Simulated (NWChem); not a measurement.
# C4H3F; SMILES C#CC(=C)F

```xyz
8

C      0.0553     2.1947     0.0000
C     -0.0023     0.9712     0.0000
C     -0.0566    -0.4556     0.0000
C     -1.1792    -1.2028     0.0000
F      1.1580    -1.0510     0.0000
H      0.1027     3.2750     0.0000
H     -2.1628    -0.7168     0.0000
H     -1.1114    -2.2997     0.0000
```
Atoms are numbered in this order, from 1.

Level: PBE-D3(BJ)/def2-SVP (NWChem), optimised geometry, unscaled harmonic frequencies. 

```
frequency (cm⁻¹)  IR intensity (km/mol)
----------------  ---------------------
180                                 1.6
268                                 3.2
421                                 3.6
559                                 4.0
617                                16.4
631                                20.0
684                                29.4
695                                 0.3
808                                10.0
826                                50.2
920                                27.0
1264                              142.0
1331                                0.3
1651                               80.9
2157                                6.2
3114                                3.9
3227                                0.1
3405                               80.1
```

The zero-point energy is 32.5 kcal/mol and the thermal correction to the enthalpy at 298.15 K (with zero-point energy) comes out as 36.3 kcal/mol. The heat capacity Cv comes out as 17.8 cal/(mol K). The entropy at 298.15 K and 1 atm (symmetry number 1) is 71.4 cal/(mol K). The dipole moment comes out as 1.35 D.

Rigid rotor and harmonic oscillator.
